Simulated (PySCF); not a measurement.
Molecule: `InChI=1S/C2H6Cl4Si2/c1-7(2,3)8(4,5)6/h1-2H3`.

Cartesian coordinates in Å; atom numbers follow the order of the lines, from 1:
```xyz
14

C    -0.0918   -1.8859   -0.1844
Si   -0.2786   -0.0561   -0.4922
C    -1.6975    0.7312    0.4259
Cl   -0.4980    0.2780   -2.5349
Si    1.6972    1.0086    0.1325
Cl    3.3356    0.1609   -0.7806
Cl    1.9235    0.7852    2.1768
Cl    1.6633    3.0233   -0.2929
H     0.7643   -2.2868   -0.7470
H    -0.9992   -2.4267   -0.4951
H     0.0794   -2.0705    0.8881
H    -1.5482    0.6173    1.5114
H    -1.7589    1.8047    0.1937
H    -2.6523    0.2577    0.1497
```

Geometry PBE0-D3(BJ)/def2-SVP throughout; GIAO in PySCF 2.14.0 with density-fitted response routines, gas phase, one conformer, non-relativistic; equivalent atoms averaged; basis pcSseg-1.

For orientation, OPBE gives these absolute shieldings σ: C1/C3 183.8, Si5 326.0, Si2 337.3, Cl6/Cl7/Cl8 798.1, Cl4 947.1, H9/H10/H11/H12/H13/H14 30.64 ppm.

A run gave: C1/C3 177.5, Si5 308.9, Si2 320.2, Cl6/Cl7/Cl8 782.7, Cl4 936.0, H9/H10/H11/H12/H13/H14 30.84 ppm (absolute shieldings σ).

**Question.** Which functional was used in that run?
A. B97-D
B. KT2
C. PBE0
D. LC-wPBE
E. BHandHLYP

**Answer.** A. C1/C3 tells them apart best: B97-D gives 177.5, BHandHLYP gives 183.5, KT2 gives 181.0, PBE0 gives 183.4, LC-wPBE gives 188.4 ppm.
